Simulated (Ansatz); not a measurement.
Mo₃⁻, relaxed as a quartet with UKS PBE-D4/def2-TZVPD in Ansatz, starting from the PBE-D4/def2-TZVPD geometry of the charge -1 doublet. Force threshold 0.02 eV/Å.

In the def2 sets Mo takes a core potential; there is no spin–orbit coupling. The highest occupied level of the charge -1 quartet lies above zero (up to 1.00 eV). It is a level of α spin, whose loss leaves a triplet; that state wasn't run at this geometry and level. The electron is either unbound and held by the finite basis, or the level is raised by self-interaction error. The relaxation made no stability test and no search for a lower SCF solution. At PBE-D4/def2-TZVPD a doublet of charge -1 lies 0.08 eV below the quartet, each at its own geometry. That doublet is doubtful there (⟨S²⟩ 1.14, where a pure state has 0.75). The structure comes from a short search, and lower isomers may exist.

Start:

```xyz
3

Mo   -1.087   -0.354    0.618
Mo    0.159   -0.156   -1.281
Mo    0.929    0.510    0.663
```

Problem. Estimate the energy that the relaxation releases and the steps that it takes.

Solution. 0.6 kcal/mol, in 13 steps; 12 s on 4 threads of Intel Xeon 6975P-C on a shared host. The force fell under the threshold at step 3, but the optimiser went on and released 0.004 eV more. No frequencies were taken in this run, so the end may be a saddle point.

Problem. Does the start keep its bonding and symmetry?

Solution. By distances, no bond broke or formed. The bond that changes most is Mo2–Mo3, from 2.19 to 2.29 Å (atoms count from 1). Point group C2v at the start, C2v at the end, both within 0.05 Å.

Problem. Predict the relaxed structure.

Solution. 
Cartesian coordinates in Å:
```
Mo -1.047 -0.337 0.618
Mo 0.140 -0.173 -1.330
Mo 0.907 0.510 0.713
```
Bond lengths (bridged metal pairs left out): 3 × Mo–Mo 2.13 to 2.29 Å.
